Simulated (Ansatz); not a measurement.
Species: CH2BNO2, SMILES `N#CB(O)O` (O–B–O–H torsion -180°, O–B–O–H torsion -180°) (charge 0, multiplicity 1).

Q: Give a relaxed geometry from B3LYP-D3(BJ)/def2-TZVP in Ansatz (a quantum-chemistry and plane-wave program).

A: One answer among several that fit: the end point of this relaxation, one of several conformers (outside a Z-matrix the atoms follow the SMILES, hydrogens last).
Cartesian coordinates (Å) in one orientation:
```xyz
7

N      0.020     2.314    -0.320
C      0.010     1.177    -0.143
B     -0.003    -0.366     0.097
O     -1.169    -1.029     0.269
O      1.151    -1.069     0.136
H     -1.957    -0.480     0.232
H      1.949    -0.548     0.007
```
